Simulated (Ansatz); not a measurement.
Ansatz (a first-principles code) job for Si(Cl)(Br)(Me)(OH) (CH4BrClOSi), SMILES O[Si](C)(Cl)Br, PBE-D3(BJ)/def2-SVP. 

Ansatz 0.2 input:
```yaml
crystal:
  periodic: [false, false, false]
  atoms:
    - {symbol: C, position_ang: [2.03010335, 0.07487844, -1.05316165]}
    - {symbol: Si, position_ang: [0.18444782, 0.02374476, -0.67837769]}
    - {symbol: O, position_ang: [-0.44880051, -1.12215288, -1.62248108]}
    - {symbol: Cl, position_ang: [-0.75479733, 1.79662051, -0.95316399]}
    - {symbol: Br, position_ang: [-0.12020745, -0.60626112, 1.42942937]}
    - {symbol: H, position_ang: [2.49160679, -0.88855742, -0.85777502]}
    - {symbol: H, position_ang: [2.53742137, 0.81734658, -0.44312470]}
    - {symbol: H, position_ang: [2.20583484, 0.32189383, -2.09561335]}
    - {symbol: H, position_ang: [-1.36853308, -1.37856653, -1.63362061]}
basis:
  gaussian:
    orbitals: def2-SVP
hamiltonian:
  xc: pbe
  dispersion: d3bj
relax: {f_tol: 0.002, max_steps: 200}
```

Output:

```
WARN ansatz: RAYON_NUM_THREADS=1 ignored (pool sized by the plan → 1); use --threads N
Functional definition: PBE
integrals: 0.07 GiB planned
1269 factors; their error is unknown
mean field: 0.33 GiB planned
mean field evaluation 1: about -93548.3437 eV, gradient 7.4e1 eV
mean field evaluation 2: about -93511.8465 eV, gradient 1.5e2 eV
mean field evaluation 4: about -93559.3019 eV, gradient 1.1e1 eV
mean field evaluation 8: about -93559.5520 eV, gradient 1.8e-1 eV
mean field evaluation 16: about -93559.4446 eV, gradient 3.9e-4 eV
mean field -93559.44461481 eV, -3438.2461727252 hartree, gradient 4.5e-5 eV, S^2 0.000000; 0 other end points of the search recorded, 0 dependent functions left out
the calculation of the forces begins
reference -93559.44464844 eV, -3438.2461739608 hartree; 42, 42 occupied and 74, 74 virtual orbitals, 1269 factors
relax step   1: F+E_penalty+E_count = -93559.70089795 eV  Δ(F+E_penalty+E_count) = +0.000e0 eV  max|allowed force component| = 1.442e0 eV/Å  Δτ_max = 0.0000 Å  (27 SCF iters, accepted)
these checks for a lower state are left out or cut short: starts, cluster_reference, orbital_swaps, neighbouring_geometries, increment
integrals: 0.07 GiB planned
1269 factors; their error is unknown
mean field: 0.33 GiB planned
mean field -93559.55857686 eV, -3438.2503607529 hartree, gradient 9.2e-6 eV, S^2 0.000000; 0 other end points of the search recorded, 0 dependent functions left out
the calculation of the forces begins
reference -93559.55861052 eV, -3438.2503619902 hartree; 42, 42 occupied and 74, 74 virtual orbitals, 1269 factors
relax step   2: F+E_penalty+E_count = -93559.81236965 eV  Δ(F+E_penalty+E_count) = -1.115e-1 eV  max|allowed force component| = 6.145e-1 eV/Å  Δτ_max = 0.0804 Å  (29 SCF iters, accepted)
these checks for a lower state are left out or cut short: starts, cluster_reference, orbital_swaps, neighbouring_geometries, increment
integrals: 0.07 GiB planned
1269 factors; their error is unknown
mean field: 0.33 GiB planned
mean field evaluation 32: about -93559.5758 eV, gradient 1.6e-5 eV
mean field -93559.57582216 eV, -3438.2509945063 hartree, gradient 1.6e-5 eV, S^2 0.000000; 0 other end points of the search recorded, 0 dependent functions left out
the calculation of the forces begins
reference -93559.57585589 eV, -3438.2509957457 hartree; 42, 42 occupied and 74, 74 virtual orbitals, 1269 factors
relax step   3: F+E_penalty+E_count = -93559.82969496 eV  Δ(F+E_penalty+E_count) = -1.733e-2 eV  max|allowed force component| = 3.315e-1 eV/Å  Δτ_max = 0.0274 Å  (28 SCF iters, accepted)
these checks for a lower state are left out or cut short: starts, cluster_reference, orbital_swaps, neighbouring_geometries, increment
integrals: 0.07 GiB planned
1269 factors; their error is unknown
mean field: 0.33 GiB planned
mean field -93559.58824688 eV, -3438.2514511063 hartree, gradient 2.0e-5 eV, S^2 0.000000; 0 other end points of the search recorded, 0 dependent functions left out
the calculation of the forces begins
reference -93559.58828057 eV, -3438.2514523442 hartree; 42, 42 occupied and 74, 74 virtual orbitals, 1269 factors
relax step   4: F+E_penalty+E_count = -93559.84277054 eV  Δ(F+E_penalty+E_count) = -1.308e-2 eV  max|allowed force component| = 1.395e-1 eV/Å  Δτ_max = 0.0564 Å  (28 SCF iters, accepted)
these checks for a lower state are left out or cut short: starts, cluster_reference, orbital_swaps, neighbouring_geometries, increment
integrals: 0.07 GiB planned
1269 factors; their error is unknown
mean field: 0.33 GiB planned
mean field -93559.59050303 eV, -3438.2515340183 hartree, gradient 1.6e-5 eV, S^2 0.000000; 0 other end points of the search recorded, 0 dependent functions left out
the calculation of the forces begins
reference -93559.59053666 eV, -3438.2515352541 hartree; 42, 42 occupied and 74, 74 virtual orbitals, 1269 factors
relax step   5: F+E_penalty+E_count = -93559.84546293 eV  Δ(F+E_penalty+E_count) = -2.692e-3 eV  max|allowed force component| = 6.115e-2 eV/Å  Δτ_max = 0.0360 Å  (29 SCF iters, accepted)
these checks for a lower state are left out or cut short: starts, cluster_reference, orbital_swaps, neighbouring_geometries, increment
integrals: 0.07 GiB planned
1269 factors; their error is unknown
mean field: 0.33 GiB planned
mean field -93559.59101148 eV, -3438.2515527032 hartree, gradient 1.5e-5 eV, S^2 0.000000; 0 other end points of the search recorded, 0 dependent functions left out
the calculation of the forces begins
reference -93559.59104513 eV, -3438.2515539400 hartree; 42, 42 occupied and 74, 74 virtual orbitals, 1269 factors
relax step   6: F+E_penalty+E_count = -93559.84594700 eV  Δ(F+E_penalty+E_count) = -4.841e-4 eV  max|allowed force component| = 2.352e-2 eV/Å  Δτ_max = 0.0124 Å  (29 SCF iters, accepted)
these checks for a lower state are left out or cut short: starts, cluster_reference, orbital_swaps, neighbouring_geometries, increment
integrals: 0.07 GiB planned
1269 factors; their error is unknown
mean field: 0.33 GiB planned
mean field -93559.59102618 eV, -3438.2515532436 hartree, gradient 1.1e-5 eV, S^2 0.000000; 0 other end points of the search recorded, 0 dependent functions left out
the calculation of the forces begins
reference -93559.59105982 eV, -3438.2515544800 hartree; 42, 42 occupied and 74, 74 virtual orbitals, 1269 factors
relax step   7: F+E_penalty+E_count = -93559.84599210 eV  Δ(F+E_penalty+E_count) = -4.510e-5 eV  max|allowed force component| = 4.742e-3 eV/Å  Δτ_max = 0.0025 Å  (21 SCF iters, accepted)
these checks for a lower state are left out or cut short: starts, cluster_reference, orbital_swaps, neighbouring_geometries, increment
integrals: 0.07 GiB planned
1269 factors; their error is unknown
mean field: 0.33 GiB planned
mean field evaluation 64: about -93559.5910 eV, gradient 1.4e-5 eV
mean field -93559.59101332 eV, -3438.2515527708 hartree, gradient 1.4e-5 eV, S^2 0.000000; 0 other end points of the search recorded, 0 dependent functions left out
the calculation of the forces begins
reference -93559.59104696 eV, -3438.2515540071 hartree; 42, 42 occupied and 74, 74 virtual orbitals, 1269 factors
relax step   8: F+E_penalty+E_count = -93559.84599896 eV  Δ(F+E_penalty+E_count) = -6.860e-6 eV  max|allowed force component| = 2.219e-3 eV/Å  Δτ_max = 0.0012 Å  (21 SCF iters, accepted)
these checks for a lower state are left out or cut short: starts, cluster_reference, orbital_swaps, neighbouring_geometries, increment
integrals: 0.07 GiB planned
1269 factors; their error is unknown
mean field: 0.33 GiB planned
mean field -93559.59101029 eV, -3438.2515526595 hartree, gradient 2.0e-5 eV, S^2 0.000000; 0 other end points of the search recorded, 0 dependent functions left out
the calculation of the forces begins
reference -93559.59104392 eV, -3438.2515538957 hartree; 42, 42 occupied and 74, 74 virtual orbitals, 1269 factors
relax step   9: F+E_penalty+E_count = -93559.84599993 eV  Δ(F+E_penalty+E_count) = -9.606e-7 eV  max|allowed force component| = 2.410e-4 eV/Å  Δτ_max = 0.0007 Å  (20 SCF iters, accepted)
integrals: 0.07 GiB planned
1269 factors; their error is unknown
mean field: 0.33 GiB planned
mean field -93559.59101029 eV, -3438.2515526595 hartree, gradient 2.0e-5 eV, S^2 0.000000; 1 other end points of the search recorded, 0 dependent functions left out
the calculation of the forces begins
reference -93559.59104392 eV, -3438.2515538957 hartree; 42, 42 occupied and 74, 74 virtual orbitals, 1269 factors
Total energy: -93559.84603356 eV, -3438.2609245921 hartree
Atom 0 at     2.030970     0.079040    -1.050264 Å, force     0.000031    -0.000241    -0.000154 eV/Å
Atom 1 at     0.214286    -0.032728    -0.685114 Å, force     0.000014     0.000065    -0.000195 eV/Å
Atom 2 at    -0.451162    -1.176189    -1.694836 Å, force     0.000147     0.000171     0.000065 eV/Å
Atom 3 at    -0.709834     1.810225    -0.980939 Å, force     0.000054    -0.000128     0.000015 eV/Å
Atom 4 at    -0.129490    -0.599218     1.460575 Å, force     0.000028     0.000026     0.000066 eV/Å
Atom 5 at     2.514187    -0.901447    -0.870052 Å, force     0.000040     0.000121     0.000011 eV/Å
Atom 6 at     2.507255     0.838006    -0.400265 Å, force    -0.000194    -0.000031     0.000087 eV/Å
Atom 7 at     2.183829     0.367233    -2.109490 Å, force    -0.000073     0.000004     0.000076 eV/Å
Atom 8 at    -1.402966    -1.345977    -1.577505 Å, force    -0.000047     0.000014     0.000028 eV/Å
Dipole moment:     0.073509    -0.128227    -0.163290 e Å
```

The calculation finished and met its thresholds.
